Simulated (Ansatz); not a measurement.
Q: Name a neutral molecule of B, C, S and H with size of the dipole moment (ωB97M-V/def2-TZVPP) between 0.80 and 1.10 D and HOMO energy (B3LYP/def2-TZVPP) between -6.95 and -6.65 eV (Ansatz, PBE0-D4/def2-TZVP geometry).

A: `CB(C)CS` (1.01 D, -6.89 eV); `BSCS` (1.07 D, -6.94 eV). Other molecules can fit too; these were computed, each in one conformer that needn't be the lowest.

B3LYP here is the variant with VWN-RPA as its local correlation; programs differ in this.
